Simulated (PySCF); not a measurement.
What settings do to a single point of TlH3

The sound run of TlH3 (singlet) uses PySCF 2.14.0, RKS B3LYP, Tl def2-SVP with ECP60, H def2-SVP; non-relativistic Hamiltonian with scalar-relativistic core potentials where named; density fitting; no spin-orbit coupling, grid (50, 194), threshold 1e-8 Eh and 55 cycles, at the relaxed geometry:

```xyz
4

Tl    0.4819    0.0000    0.0000
H    -0.3952    0.0000    1.5240
H    -0.3952    0.0000   -1.5240
H     2.2402    0.0000    0.0000
```

There Tl1 has a Mulliken charge of 0.24 e and the dipole about the centre of mass is 0.00 D. Each run below changes one thing and starts from free metal ions and neutral atoms unless it says otherwise; with 55 cycles, smearing, a level shift and second-order steps follow where DIIS fails, and their cycles count. Energy shifts count from the sound run.

| change | outcome | cycles | energy shift (eV) | largest force component (eV/Å) | charge on Tl1 (e) | dipole about the centre of mass (D) |
| --- | --- | --- | --- | --- | --- | --- |
| H2 put 0.5 Å from Tl1, limit 77 cycles | converged | 7 | 153.49 | 754.98 | -0.22 | 0.67 |
| start from a density of up to 30 smeared cycles (not counted) | converged | 5 | 0.0000 | 0.00 | 0.24 | 0.00 |
| spin (2S) set to 8, limit 57 cycles | converged | 8 | 39.69 | 8.18 | -0.36 | 0.06 |
| grid (30, 86) | converged | 6 | -0.0056 | 0.05 | 0.24 | 0.00 |

**Question.** How does the run with this change end: all coordinates × 1.12?

**Answer.** outcome converged, cycles 6, energy shift (eV) 0.56, largest force component (eV/Å) 1.51, charge on Tl1 (e) 0.24, dipole about the centre of mass (D) 0.01.

Unsound on purpose, so not properties of the compound: H2 put 0.5 Å from Tl1, limit 77 cycles; spin (2S) set to 8, limit 57 cycles.

Forces carry noise of the integration grid, about 0.01 to 0.03 eV/Å.
